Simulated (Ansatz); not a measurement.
Energy profile

The step: SiH₄O ([OH][SiH3]) + H₂O + NH₃ → SiNH₅O ([NH2][SiH2][OH]) + H₂O + H₂; bonds formed: Si1–N7, H2–H8, H6–O9; bonds broken: Si1–H2, H6–N7, H8–O9 (atoms numbered as in the saddle structure below).

```tsv
atom	x (Å)	y (Å)	z (Å)
Si1	-0.9942	0.0330	-0.6608
H2	-0.1011	-1.3027	0.4515
H3	-1.6391	1.0284	-1.5790
H4	-1.8521	0.0915	0.5479
O5	-0.8997	-1.2052	-1.7417
H6	1.0025	0.6183	0.7378
N7	0.5527	0.9885	-0.3293
H8	0.5458	-0.9087	1.1077
O9	1.3369	-0.1640	1.6916
H10	-0.5390	-2.0053	-1.3478
H11	1.2462	0.7756	-1.0415
H12	0.3754	1.9868	-0.3847
H13	0.9656	0.0635	2.5483
```

Electronic energies by CCSD(T) at an estimated basis limit (MP2 extrapolated from triple and quadruple zeta, plus CCSD(T) − MP2 in triple zeta), on PBE0-D4/def2-TZVP structures; SiNH₉O₂, closed shell; no counterpoise correction. Program: Ansatz 0.2.0. Basis: def2-TZVPP and def2-QZVPP. Cores are frozen in the correlated methods. Extrapolation: Hartree–Fock as exp(−7.88 √X), correlation as X^−2.97.

Task: Give the profile in kcal/mol, counted from the separated reactants. (Judge from chemistry; the value comes from the calculation.)

Result: Computed:
| point | kcal/mol |
| --- | --- |
| separated: SiH₄O (linked as [OH][SiH3]; Si1, H2, H3, H4, O5, H10; singlet) + NH₃ (H6, N7, H11, H12; singlet) + H₂O (H8, O9, H13; singlet) | 0.00 |
| start structure | -7.99 |
| saddle | 27.72 |
| end structure | -20.48 |
| separated: SiNH₅O (linked as [NH2][SiH2][OH]; Si1, H3, H4, O5, N7, H10, H11, H12; singlet) + H₂ (H2, H8; singlet) + H₂O (H6, O9, H13; singlet) | -11.49 |

No T1 diagnostic of these runs exceeds 0.012.

For scale, one of the runs: CCSD(T)/def2-TZVPP, 261 basis functions, launched by `ansatz run in.yaml --threads 8 --pin off --events-out ev --progress --plain --max-ram 19148MiB`. The run took 100 s on 8 CPU threads of an Arm Neoverse V1 (shared host), with 6.4 GiB of host memory at its peak.
